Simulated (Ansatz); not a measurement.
Frontier orbitals of C2HF2In.

Cartesian coordinates in Å:
```
F -2.442 0.802 -0.831
C -1.497 0.130 -0.315
C -0.609 -0.507 0.172
In 2.032 1.183 -0.301
F 2.303 -0.563 0.680
H 0.213 -1.045 0.596
```

The species carries charge 0 and has multiplicity 1. Correlated methods include outer-core shells of In, which these sets cover unevenly. In takes the def2 core potential. The bonds changed during the relaxation, so this is another structure than the one it started from. The structure was optimised at the PBE0-D4/def2-TZVP level. Basis def2-TZVPP, Ansatz 0.2.0.

Orbital energies of one run (eV). Highest occupied ones, from the top: -9.78, -11.38, -11.48, -12.52, -12.54, -14.14, -17.92, -18.10, -18.12, -21.10, -23.50, -23.61, -23.61, -23.80. Empty: 0.25, 0.47, 1.63, 3.13, 3.63, 3.77.

(1) Which functional gave them?
A. PBE0
B. LC-ωPBE
C. B97M-V
D. revPBE

## Answers

(1) B. HOMO energies: LC-ωPBE -9.78, revPBE -6.23, PBE0 -7.38, B97M-V -6.39 eV.

LC-ωPBE has ω = 0.4 bohr⁻¹.
